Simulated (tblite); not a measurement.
C₇H₈P₂.
Cartesian coordinates in Å at the GFN2-xTB level; atoms count from 1:
```
atom  x, y, z in Å
C1     2.4187    1.2163   -0.4507
C2     1.0396    1.1836   -0.4848
C3     0.1959    0.1644   -0.0660
C4    -1.2614    0.3733   -0.2065
C5    -2.2090   -0.1920    0.8201
C6    -2.1627   -0.7866   -0.5437
P7     0.7111   -1.3650    0.6220
C8     2.4307   -1.2463    0.6325
P9     3.5132    0.0023    0.1258
H10    2.8957    2.1132   -0.8297
H11    0.5514    2.0657   -0.8906
H12   -1.5298    1.3335   -0.6336
H13   -3.0660    0.4006    1.1032
H14   -1.7733   -0.7550    1.6340
H15   -1.6943   -1.7543   -0.6603
H16   -2.9882   -0.6129   -1.2173
H17    2.9215   -2.1288    1.0358
```

Computed values, GFN2-xTB/tblite, gas phase, harmonic and unscaled. Against measured fundamentals such values can be off by several per cent, at times by over 20. One conformer, not necessarily the lowest.

Harmonic wavenumbers (cm⁻¹): 52.2, 102.1, 173.6, 211.5, 240.7, 296.8, 401.6, 423.0, 442.2, 516.4, 619.7, 688.7, 745.5, 772.3, 789.6, 798.2, 831.1, 865.2, 903.8, 941.7, 946.3, 992.7, 1026.0, 1066.0, 1066.8, 1091.7, 1150.6, 1174.9, 1189.5, 1229.3, 1251.9, 1319.7, 1365.7, 1411.2, 1423.2, 1475.8, 1485.2, 2990.7, 2994.1, 3025.8, 3029.6, 3063.5, 3065.9, 3085.4, 3099.9.

A = 2946, B = 789.0, C = 654.0 MHz; mass 154.010 u (most abundant isotopes); point group Cs, symmetry number 1.

Task: Zero-point energy?

Result: Half the sum of the wavenumbers: 27919 cm⁻¹ = 333.98 kJ/mol.

Task: What is S at 500 K and 1 bar for an ideal gas of classical rigid rotors and harmonic oscillators?

Result: Translation 182.42, rotation 130.87, vibration 170.44: S = 483.7 J/(mol K).

Task: And Cp and H(500 K) − H(0)?

Result: Cp = 222.87 J/(mol K), of which vibrations give 189.61 (their classical limit is 45 R = 374.2); H(500 K) − H(0) = 63.09 kJ/mol without the zero-point energy, 46.46 from vibrations.

Task: Which modes carry the vibrational entropy at 500 K?

Result: 52.2 cm⁻¹: 24.08; 102.1 cm⁻¹: 18.53; 173.6 cm⁻¹: 14.17; 211.5 cm⁻¹: 12.57; 240.7 cm⁻¹: 11.53; 296.8 cm⁻¹: 9.87 J/(mol K); the other 39 give 79.68 together.

Task: What must be added to the electronic energy to get the Gibbs energy at 500 K and 1 bar?

Result: ZPE + [H(500 K) − H(0)] − T·S = 333.98 + 63.09 − 241.87 = 155.20 kJ/mol.

Task: How do the functions run with temperature in this model?

Result: 
| T (K) | S (J/(mol K)) | Cp (J/(mol K)) | H − H(0) (kJ/mol) | G − H(0) (kJ/mol) | ln q(vib) |
| --- | --- | --- | --- | --- | --- |
| 150 | 313.0 | 83.6 | 8.47 | -38.48 | 1.99 |
| 250 | 365.0 | 124.7 | 18.82 | -72.42 | 3.93 |
| 298.15 | 388.8 | 146.2 | 25.35 | -90.57 | 4.92 |
| 400 | 437.8 | 188.6 | 42.45 | -132.68 | 7.11 |
| 600 | 526.9 | 249.9 | 86.78 | -229.33 | 11.56 |
| 900 | 639.4 | 303.6 | 170.60 | -404.86 | 18.07 |

q(vib) and H(0) count from the zero-point level.

Hindered rotation and anharmonicity are outside this model. Other conformers, if any are populated, would add a mixing term that is left out.

Hardware: one thread, Intel Xeon at 2.50 GHz (x86_64), on a shared host. Cost: 2.5 s wall. This covers the Hessian and the dipole derivatives.
